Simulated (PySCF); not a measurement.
Carbon: a sound run and one with changed settings

Sound run: C⁺ [He] 2s2 2p1, C²⁺ [He] 2s2. Calculation: PySCF 2.14, in cc-pVTZ-DK (4s3p2d1f, 30 functions); the spin-free X2C one-electron Hamiltonian (Gaussian nucleus). The sound run starts from symmetry-adapted Hartree-Fock orbitals and uses a fine grid where one is needed.

Changed run: 26 angular points. This setting is unsound on purpose.

| species | method | sound run (hartree) | changed run (hartree) | converged |
| --- | --- | --- | --- | --- |
| C⁺ | UHF | -37.30986 | -37.30986 | yes |
| C⁺ | BP86 | -37.43562 | -37.43508 | yes |
| C⁺ | LDA | -37.05270 | -37.05291 | yes |
| C²⁺ | UHF | -36.42264 | -36.42264 | yes |
| C²⁺ | BP86 | -36.52112 | -36.52112 | yes |
| C²⁺ | LDA | -36.14337 | -36.14337 | yes |

Ionisation energy of C⁺:

```
method  sound run (eV)  changed run (eV)
   UHF          24.142            24.142
  BP86          24.885            24.870
   LDA          24.744            24.750
```

A coarse angular grid integrates products of high-l functions wrongly, so density functionals can shift, and the SCF can exploit the error; Hartree-Fock and MP2 need no grid.

For comparison, NIST gives 24.383 eV between the lowest levels.
